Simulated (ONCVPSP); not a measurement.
# Before and after: ONCV potential for Ga

```
Element                 : gallium
Generator               : ONCVPSP 4.0.1
Type                    : optimised norm-conserving Vanderbilt (ONCV)
Functional              : PBE
Relativity              : scalar-relativistic
Frozen core             : [Ar]
Valence charge          : 13
Reference configuration : 3d10 4s2 4p1
Partial waves           : 4s: rc 1.65 bohr, ncon 5, nbas 10, qcut 3.4 1/bohr, 2 projectors, debl 3.7 Ha; 4p: rc 2.50 bohr, ncon 4, nbas 9, qcut 3 1/bohr, 2 projectors, debl 4 Ha; 3d: rc 1.15 bohr, ncon 3, nbas 7, qcut 12 1/bohr, 2 projectors, debl 3.6 Ha
Local potential         : polynomial inside 0.95 bohr (lpopt 4, dvloc0 -1 Ha)
Core correction         : Teter function, fcfact 2.5, rcfact 1.15
```

Change: local potential polynomial inside 0.95 bohr (lpopt 4, dvloc0 3.5 Ha).

Cutoffs: the cutoffs (Ha) at which the residual kinetic energy of the hardest occupied pseudo-wave falls to 1 and 0.1 mHa per electron; they do not see the model core or the augmentation charge, which bear on the density cutoff. Errors are all-electron minus pseudo energies relative to the spin-unpolarised reference configuration.

Q: What does the change do?

A: The potential gets neither clearly harder nor softer (63 Ha and 71 Ha → 63 Ha and 71 Ha); the errors of the 3 common tests hardly move; the range in which the s phases agree widens (upper end 2.2 → 4.0); neither file shows a bound ghost.

```csv
quantity,base,changed
"cutoff, loose",63 Ha,63 Ha
"cutoff, tight",71 Ha,71 Ha
bound ghosts,none,none
GHOST(+) flags under 300 eV,"s at 61.0 eV, p at 145.6 eV","s at 110.1 eV, p at 159.5 eV"
tests with a reliable result,3 of 4,3 of 4
"error for 3d10 4s2 4p0, meV [ΔE 5.69 eV]",-1.1,-1.1
"error for 3d10 4s1 4p0, meV [ΔE 26.82 eV]",+5.6,+5.1
"error for 3d10 4s0 4p3, meV [ΔE 13.37 eV]",+32,+31
s: phases at 1.68 bohr within 0.05 rad from the reference energy up to (Ha; the scan ends near 5),2.2,4.0
p: phases at 2.53 bohr within 0.05 rad from the reference energy up to (Ha; the scan ends near 5),1.9,2.0
d: phases at 1.17 bohr within 0.05 rad from the reference energy up to (Ha; the scan ends near 5),to the end of the scan,to the end of the scan
"rms error of d²Exc/dni dnj with the model core, mHa",4.34,4.34
```
